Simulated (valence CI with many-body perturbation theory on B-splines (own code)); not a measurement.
# Tl⁴⁷⁺: fill in the table

Calculated by configuration interaction combined with many-body perturbation theory (CI+MBPT): six valence electrons over a frozen Dirac-Fock core [Ar] 3d10, radial functions for each j: 9 s, 9 p, 8 d, 6 f, 3 g, 1 h, with the one-electron correlation potential Σ1, the two-electron term Σ2, the three-electron term Σ3, Breit, model QED; selected CI, second order for the rest, scaled by the run's own slope (own B-spline code, finite nucleus).

No measured spectrum was set against this ion. As an estimate, large intervals hold to a few tenths of a per cent, small ones and those within an open d or f shell to about a per cent. Among the levels kept, up to 650 cm⁻¹ of a level comes from second order outside the variational space, and about a tenth of that is noise between levels of different J, which matters for small intervals.

| Level | E (cm⁻¹) |
| --- | --- |
| (4s^2 4p1/2^2 4p3/2^2) J=2 | 0 |
| (4s^2 4p1/2^2 4p3/2^2) J=0 | 81683 |
| (4s^2 4p1/2 4p3/2^3) J=1 | 1217700 |
| (4s^2 4p1/2 4p3/2^3) J=2 | 1258400 |
| (4s^2 4p1/2^2 4p3/2 4d3/2) J=2 | ? |
| (4s^2 4p1/2^2 4p3/2 4d3/2) J=0 | ? |
| (4s^2 4p1/2^2 4p3/2 4d3/2) J=1 | ? |
| (4s^2 4p1/2^2 4p3/2 4d3/2) J=3 | 1477300 |
| (4s^2 4p1/2^2 4p3/2 4d5/2) J=4 | 1717000 |
| (4s^2 4p1/2^2 4p3/2 4d5/2) J=2 | 1741200 |
| (4s^2 4p1/2^2 4p3/2 4d5/2) J=3 | ? |
| (4s^2 4p1/2^2 4p3/2 4d5/2) J=1 | 1878700 |
| (4s 4p1/2^2 4p3/2^3) J=2 | 2204200 |
| (4s 4p1/2^2 4p3/2^3) J=1 | 2314900 |
| (4s^2 4p3/2^4) J=0 | ? |
| (4s^2 4p1/2 4p3/2^2 4d3/2) J=1 [a] | 2617500 |
| (4s^2 4p1/2 4p3/2^2 4d3/2) J=2 [a] | 2617600 |
| (4s^2 4p1/2 4p3/2^2 4d3/2) J=0 | 2621700 |
| (4s^2 4p1/2 4p3/2^2 4d3/2) J=3 [a] | ? |
| (4s^2 4p1/2 4p3/2^2 4d3/2) J=4 | 2690200 |

Levels are named by their leading jj configuration (3d3/2^4 stands for four electrons in 3d with j = 3/2), which in mixed levels can hold well under half, so a name can repeat and another be missing. Letters in brackets count levels of one name in rising energy.

(1) The levels stand in rising order. What does the calculation give for the missing energies?

Answers

(1) (4s^2 4p1/2^2 4p3/2 4d3/2) J=2 1440800; (4s^2 4p1/2^2 4p3/2 4d3/2) J=0 1468100; (4s^2 4p1/2^2 4p3/2 4d3/2) J=1 1471500; (4s^2 4p1/2^2 4p3/2 4d5/2) J=3 1844500; (4s^2 4p3/2^4) J=0 2508400; (4s^2 4p1/2 4p3/2^2 4d3/2) J=3 [a] 2652700.
